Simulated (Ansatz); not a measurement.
The same path of C₂H₆GeOSe (11 atoms, charge 0, multiplicity 1) was run twice with different band settings. The coordinate that changes most is the dihedral H8–C1–Ge2–O3.

These are results of RKS B3LYP-D4/def2-SVP in Ansatz 0.2.0, not measurements.

Relaxed end points:

```xyz
11
Properties=species:S:1:pos:R:3
C -1.690 0.579 1.126
Ge -0.004 0.729 0.163
O 1.137 -0.688 0.549
C 0.751 -0.750 -0.802
Se 2.118 -0.391 -2.170
H -2.019 -0.469 1.100
H -1.551 0.890 2.172
H -2.458 1.215 0.663
H 0.744 2.065 0.173
H 0.137 -1.622 -1.074
H 2.899 -1.615 -1.880
```

```xyz
11
Properties=species:S:1:pos:R:3
C -1.820 0.583 0.896
Ge -0.168 0.715 -0.125
O 1.237 -0.168 0.715
C 0.928 -0.819 -0.492
Se 2.238 -0.723 -1.955
H -2.688 0.810 0.260
H -1.912 -0.440 1.289
H -1.798 1.292 1.737
H 0.272 2.082 -0.659
H 0.526 -1.838 -0.385
H 3.250 -1.551 -1.261
```

Common settings: spring 5.0 eV/Å²; optimiser quadratic models (default); start path IDPP; force threshold 0.05 eV/Å; end points relaxed.

| run | movable images | climbing image | iteration limit |
| --- | --- | --- | --- |
| 1 | 5 | yes | 58 |
| 2 | 6 | no | 48 |

Problem. What does each run give, and how far can it be trusted?

Solution. Run 1: converged after 3 iterations, highest image 0.020 eV above the first end. A vibrational analysis at the climbing image gives one clearly imaginary mode, 84i cm⁻¹: a first-order saddle point.
Run 2: converged after 3 iterations, highest image 0.019 eV above the first end. No image climbed, so the highest image needn't sit at the top of the path.
